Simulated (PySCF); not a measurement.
SMILES CO[Si](OC)(OC)[S][Al]([OH])[OH] (C₃H₁₁AlO₅SSi), singlet (GFN2-xTB optimised geometry):

```
22

Si     0.719    -0.963    -1.649
O      1.382     0.341    -2.358
C      0.729     1.561    -2.623
O      1.882    -2.079    -1.615
C      2.506    -2.635    -2.740
O      0.500    -0.648     0.000
C      1.558    -0.401     0.905
S     -1.248    -1.431    -2.163
Al    -1.426    -0.648     0.000
O     -1.740     0.975     0.000
O     -1.881    -1.780     1.103
H     -0.066     1.409    -3.354
H      1.475     2.249    -3.019
H      0.292     1.967    -1.708
H      1.788    -3.218    -3.319
H      3.307    -3.281    -2.385
H      2.915    -1.848    -3.373
H      2.230    -1.260     0.919
H      1.130    -0.245     1.893
H      2.112     0.488     0.597
H     -2.230     1.780     0.028
H     -2.101    -2.616     1.480
```

Calculation: PBE0/def2-SVP run with PySCF.

Task: What are the frontier orbital energies and the dipole moment?

Result: HOMO-2 -8.10 eV, HOMO-1 -7.72 eV, HOMO -6.67 eV, LUMO 0.81 eV, LUMO+1 1.65 eV; dipole moment 2.80 D.

On the same geometry PBE/def2-SVP run with PySCF gives HOMO-2 -6.33 eV, HOMO-1 -6.24 eV, HOMO -5.35 eV, LUMO -0.06 eV, LUMO+1 0.72 eV; dipole moment 2.75 D.

Meta-Löwdin charges at PBE0/def2-SVP: Si1 1.30, O2 -0.60, C3 -0.08, O4 -0.60, C5 -0.08, O6 -0.56, C7 -0.07, S8 -0.50, Al9 1.02, O10 -0.75, O11 -0.75, H12 0.10, H13 0.11, H14 0.10, H15 0.10, H16 0.11, H17 0.10, H18 0.12, H19 0.12, H20 0.11, H21 0.34, H22 0.34.
